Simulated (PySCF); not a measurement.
# Dipole polarisabilities along the 4p block, charge +2

Calculated with PySCF 2.14 for the ground configurations, without spin-orbit coupling: coupled response for Hartree-Fock and DFT. Mean α in bohr³, C₆ of like pairs in atomic units.

```csv
species,α UHF,α PBE,α PBE0,C₆ UHF,C₆ PBE,C₆ PBE0
"Ga²⁺ [Ar] 3d10 4s1 (def2-QZVPPD, non-relativistic)",12.94,9.901,10.52,40.93,30.50,32.41
"Ge²⁺ [Ar] 3d10 4s2 (def2-QZVPPD, non-relativistic)",12.72,10.82,11.31,52.01,42.38,44.76
"As²⁺ [Ar] 3d10 4s2 4p1 (def2-QZVPPD, non-relativistic)",11.31,10.49,10.66,51.20,46.54,47.48
"Se²⁺ [Ar] 3d10 4s2 4p2 (def2-QZVPPD, non-relativistic)",9.904,9.511,9.556,47.14,44.89,45.14
"Br²⁺ [Ar] 3d10 4s2 4p3 (def2-QZVPPD, non-relativistic)",8.632,8.429,8.424,42.04,40.99,40.93
"Kr²⁺ [Ar] 3d10 4s2 4p4 (def2-QZVPPD, non-relativistic)",7.559,7.594,7.542,37.61,37.76,37.45
```
